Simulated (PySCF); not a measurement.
## Computed structure and properties of EuF3(NH3)

System: EuF3(NH3) (singlet in the valence; each metal's 4f electrons, 6 of them, lie in its core potential, out of spins and levels); start: template (C3v). Method: PySCF 2.14.0, RKS PBE0, Eu lcecp-1-SVP with ECP52, F def2-SVP, N def2-SVP, H def2-SVP; non-relativistic Hamiltonian with scalar-relativistic core potentials where named; density fitting; no spin-orbit coupling.

Input of the relaxation:

```python
mol = gto.M(atom='''
Eu     0.01084    -0.01084     0.01084
F      1.23474     1.21306     1.23474
F     -1.21306    -1.23474     1.23474
F      1.23474    -1.23474    -1.21306
N     -1.45856     1.45856    -1.45856
H     -2.07166     2.07166    -0.92146
H     -0.92146     2.07166    -2.07166
H     -2.07166     0.92146    -2.07166''',
    basis={'Eu': 'lcecp-1-SVP', 'F': 'def2-SVP', 'N': 'def2-SVP', 'H': 'def2-SVP'},
    ecp={'Eu': 'lcecp-1-SVP'},
    charge=0, spin=0)
mf = dft.RKS(mol, xc='PBE0')
mf.grids.atom_grid = (50, 194)  # f atoms: unpruned, at least (60, 302)
mf = mf.density_fit()  # fitting sets: Eu AutoAux, F def2-universal-JKFIT, N def2-universal-JKFIT, H def2-universal-JKFIT
mf.conv_tol = 1e-08; mf.max_cycle = 55
mf.kernel(dm0)  # dm0: converged density of the start geometry
# quasi-Newton relaxation in Cartesian coordinates to a largest gradient under 0.00045 Eh/bohr, steps kept in the point group
```

Run from Python with OMP_NUM_THREADS=2; the lines above give its settings. Where DIIS fails, smearing, a level shift and second-order steps follow.
It took 41 s on 2 threads of Arm Neoverse V1 (shared host), from the converged density of the start.

Course of the relaxation:

| step | energy above end (eV) | largest force component within the symmetry (eV/Å) |
| --- | --- | --- |
| 0 | 0.2626 | 1.287 |
| 1 | 0.1074 | 0.656 |
| 2 | 0.0586 | 0.231 |
| 3 | 0.0283 | 0.220 |
| 4 | 0.0066 | 0.060 |
| 5 | 0.0054 | 0.054 |
| 6 | 0.0008 | 0.020 |
| 7 | 0.0002 | 0.026 |
| 8 | 0.0001 | 0.017 |
| 9 | 0.0000 | 0.013 |

Relaxed geometry (C3v):

```xyz
8

Eu    0.1116   -0.1116    0.1116
F     1.0917    1.4217    1.0917
F    -1.4217   -1.0917    1.0917
F     1.0917   -1.0917   -1.4217
N    -1.3639    1.3639   -1.3639
H    -1.9743    1.9743   -0.8169
H    -0.8169    1.9743   -1.9743
H    -1.9743    0.8169   -1.9743
```

```json
{"contact": "Eu1–F2 (F)", "Å": "2.067"}
{"contact": "Eu1–F3 (F)", "Å": "2.067"}
{"contact": "Eu1–F4 (F)", "Å": "2.067"}
{"contact": "Eu1–N5 (NH3)", "Å": "2.556"}
```

On the finer grid (75, 302):

```json
{
  "HOMO": "-9.31 eV",
  "LUMO": "-0.81 eV",
  "Dipole about the centre of mass": "5.70 D",
  "Set of Mulliken populations of Eu1 outside the core potential": "s 2.15, p 6.32, d 1.24, f 0.11",
  "D3(BJ) dispersion energy (not in the energies)": "-0.106 eV"
}
```

| atom | Mulliken (e) | Löwdin (e) | spin (e) |
| --- | --- | --- | --- |
| Eu1 | 1.18 | 0.70 | 0.00 |
| F2 | -0.46 | -0.34 | 0.00 |
| F3 | -0.46 | -0.34 | 0.00 |
| F4 | -0.46 | -0.34 | 0.00 |
| N5 | -0.32 | -0.03 | 0.00 |
| H6 | 0.17 | 0.11 | 0.00 |
| H7 | 0.17 | 0.11 | 0.00 |
| H8 | 0.17 | 0.11 | 0.00 |

The 4f levels lie in the core potential and are missing. Their spin isn't counted.

On the grid (50, 194), as all that follows. Harmonic modes: a minimum within the noise of the softest modes; lowest 40 cm⁻¹ (negative: unstable), highest 3615 cm⁻¹, zero-point energy 1.158 eV.

Taking off one F (charge -1, singlet; the rest: singlet) in vacuum, both parts rigid, costs 10.92 eV; the small basis without counterpoise inflates it. Most of it is the attraction of opposite charges; other ways to part are cheaper, and one spin state was tried for the rest.

Rigid scan of F along the line from its metal:

(distance to F2 (Å), energy (eV)): (1.77, 1.330), (1.87, 0.503), (1.97, 0.107), (2.07, 0.000), (2.17, 0.083), (2.27, 0.287), (2.47, 0.886), (2.77, 1.930), (3.17, 3.213), (3.67, 4.433)

Taking off one NH3 (charge 0, singlet; the rest: singlet) in vacuum, both parts rigid, costs 1.54 eV; the small basis without counterpoise inflates it.

Rigid scan of NH3 along the line from its metal:

```
distance to N5 (Å)  energy (eV)
              2.26        0.342
              2.36        0.132
              2.46        0.029
              2.56        0.000
              2.66        0.020
              2.76        0.072
              2.96        0.225
              3.26        0.486
              3.66        0.787
              4.16        1.050
```

One start shape was tried, so this needn't be the lowest isomer.

An lcecp potential fixes the number of 4f electrons, so in runs with it no electron can move into or out of that shell.
